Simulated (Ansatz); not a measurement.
`Cl[CH2][SnH3]` + H₂ → `[CH3][SnH3]` + HCl at 500 K and 1 bar (hydrogenolysis of a C–Cl bond).

Gas-phase electronic energies from Ansatz, PBE0-D4/def2-TZVP geometries. CBS: MP2 limit from def2 TZ/QZ plus the TZ coupled-cluster correction, frozen cores. This one scheme is used for every species. def2 core potentials past Kr. For Sn outer-core shells are correlated without core-valence functions, which leaves a few kJ/mol of doubt a bond.

| species | CCSD(T)/CBS energy (Eh) | H − E (kJ/mol) | S (J/(mol·K)) |
| --- | --- | --- | --- |
| `Cl[CH2][SnH3]` | -714.83276 | 163.5 | 378.8 |
| H₂ | -1.17544 | 41.0 | 145.5 |
| `[CH3][SnH3]` | -255.66383 | 180.3 | 330.7 |
| HCl | -460.38127 | 32.5 | 201.9 |

H − E and S are ideal-gas, rigid-rotor, harmonic terms from PBE0-D4/def2-TZVP. The MP2-based limit puts H₂ 0.8 mEh under its directly extrapolated value; such offsets cancel only in part. 1 Eh = 2625.50 kJ/mol, R = 8.31446 J/(mol·K).

Problem. By hand: ΔE, ΔH, ΔS and ΔG.

Solution. ΔE = (-255.66383) + (-460.38127) − (-714.83276) − (-1.17544) = -0.03690 Eh = -96.9 kJ/mol. Δ(H − E) = 180.3 + 32.5 − 163.5 − 41.0 = 8.3, so ΔH = -88.6 kJ/mol. ΔS = 330.7 + 201.9 − 378.8 − 145.5 = 8.3 J/(mol·K). ΔG = -88.6 − 500 × (8.3)/1000 = -92.8 kJ/mol.

Problem. By hand: the equilibrium constant, and the temperature at which ΔG would vanish if ΔH and ΔS stayed fixed.

Solution. log₁₀ K = −ΔG/(RT ln 10) = 9.7. ΔH and −TΔS have one sign here, so there is no such temperature.

The number of gas molecules stays the same, so ΔS is small and ΔH decides. A doubt of 5 kJ/mol in ΔE shifts log₁₀ K by 0.5 here. These are equilibria of isolated gas molecules and say nothing of rates. Largest T1 diagnostic: 0.012 (customary marks: 0.02 for closed shells, 0.045 for open ones).
